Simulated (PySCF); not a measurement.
Species: C5H11Al.
Bonds: Al1–C2, C2–C3, C3–C4, C4–C5, C5–C6, C2–C6. Hydrogens: H7, H8 on Al1; H9 on C2; H10, H11 on C3; H12, H13 on C4; H14, H15 on C5; H16, H17 on C6.

Computed with PySCF at PBE0/pcSseg-1 and CAM-B3LYP/def2-SVPD, non-relativistic, on one gas-phase PBE0-D3(BJ)/def2-SVP geometry that isn't relaxed in the solvent. The solvent is an IEF-PCM continuum (cavity from Bondi-type radii × 1.2). The model holds no explicit solvent molecules, cavitation or dispersion.

Gas phase at PBE0/pcSseg-1: HOMO -7.12 eV, LUMO -1.39 eV, dipole 0.90 D.

Problem. What does the continuum do to the energy, the frontier levels and the dipole at PBE0/pcSseg-1 in methanol and water?

Solution. 
| solvent | ε | E(solvent) − E(gas) (kcal/mol) | polarisation term (kcal/mol) | distortion of the solute (kcal/mol) | HOMO (eV) | LUMO (eV) | dipole (D) |
| --- | --- | --- | --- | --- | --- | --- | --- |
| methanol | 32.61 | -3.91 | -4.41 | 0.50 | -6.93 | -0.92 | 1.01 |
| water | 78.36 | -4.04 | -4.57 | 0.53 | -6.92 | -0.90 | 1.01 |

The polarisation term is half the interaction of the solute with the surface charges that it induces; the rest is the cost of distorting the solute's density. The sum is the electrostatic part of solvation alone. From methanol to water the lowering changes by a factor 1.03, Onsager's factor (ε − 1)/(2ε + 1) by 1.03 and ε itself by 2.4.

Problem. Which Hirshfeld charges (PBE0/pcSseg-1) respond most in methanol (means over atoms taken as equivalent)?

Solution. 
```csv
atoms,environment,gas (e),solvent (e),change
Al1,aluminium bonded to C and 2 H,+0.506,+0.535,+0.029
H7/H8,Al–H hydrogen,-0.175,-0.191,-0.016
H9,methine hydrogen,+0.028,+0.032,+0.004
C2,sp3 CH carbon,-0.168,-0.165,+0.003
H13/H15,methylene hydrogen,+0.034,+0.037,+0.003
H11/H16,methylene hydrogen,+0.033,+0.031,-0.002
```

Gas phase at CAM-B3LYP/def2-SVPD: HOMO -8.43 eV, LUMO -0.41 eV, dipole 0.92 D.

Problem. What does the continuum do to the energy, the frontier levels and the dipole at CAM-B3LYP/def2-SVPD in methanol?

Solution. 
```json
{"solvent": "methanol", "ε": "32.61", "E(solvent) − E(gas) (kcal/mol)": "-4.03", "polarisation term (kcal/mol)": "-4.63", "distortion of the solute (kcal/mol)": "0.60", "HOMO (eV)": "-8.21", "LUMO (eV)": "0.05", "dipole (D)": "1.04"}
```

Problem. How does the static polarisability (CAM-B3LYP/def2-SVPD, frozen core, with the continuum's full static response) change?

Solution. 
| medium | isotropic (au) | principal values (au) | ⟨r²⟩ of the electrons (bohr²) |
| --- | --- | --- | --- |
| gas | 85.1 | 75.5, 85.1, 94.8 | 792.2 |
| methanol | 117.3 | 107.2, 120.1, 124.7 | 793.8 |

The isotropic value in methanol is 1.38 times the gas-phase one; no cavity-field correction is applied. ⟨r²⟩ is taken about the centre of nuclear charge.
